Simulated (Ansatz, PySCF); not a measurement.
GeH₅Si, SMILES [SiH2][GeH3] (connectivity only; charge and spin as stated), charge +1, multiplicity 1.

Coordinates come from a B3LYP-D3(BJ)/def2-TZVP optimisation. The spin state was assumed, not searched. The isomer is the one that the SMILES or the coordinates give; other isomers of the formula were not compared.

Vertical ionisation energy (IE) and electron affinity (EA) in eV. Rows of orbital energies are one-electron estimates. Where ΔSCF, EOM or ADC give a negative EA the extra electron is unbound and the value depends on the basis.

```json
[
 {"level": "−ε(HOMO), −ε(LUMO), HF/def2-TZVPD (PySCF)", "IE": "17.07", "EA": "5.87"},
 {"level": "−ε(HOMO), −ε(LUMO), PBE/def2-TZVPD (PySCF)", "IE": "?", "EA": "?"},
 {"level": "ADC(2)/aug-cc-pVDZ (PySCF)", "IE": "16.59", "EA": "7.22"},
 {"level": "ΔSCF, CAM-B3LYP/def2-TZVPD (Ansatz), final states of multiplicity 2 and 2", "IE": "16.77", "EA": "7.31"},
 {"level": "ΔSCF, PBE/def2-TZVPD (Ansatz), final states of multiplicity 2 and 2", "IE": "16.52", "EA": "7.36"}
]
```

### Question
Some entries are withheld; supply them. (The exact figures need the calculation; the answer reports its results.)

### Answer

- −ε(HOMO), −ε(LUMO), PBE/def2-TZVPD (PySCF), IE: 13.33
- −ε(HOMO), −ε(LUMO), PBE/def2-TZVPD (PySCF), EA: 10.19

### Question
What vertical singlet–triplet gap does ΔSCF give with CAM-B3LYP/def2-TZVPD (Ansatz, a first-principles code) and with PBE/def2-TZVPD (Ansatz)? (Estimate from the structure and the level; the computed values follow.)

### Answer
3.07 and 2.79 eV (triplet above singlet where positive).

### Question
Beyond the first one, list the lowest photoelectron lines from ADC(2)/aug-cc-pVDZ in PySCF with their pole strengths (two spins summed). (Estimate from the structure and the level; the computed values follow.)

### Answer
17.50 eV (1.85), 17.55 eV (1.84), 19.19 eV (1.85), 23.00 eV (1.79), 24.88 eV (1.75).
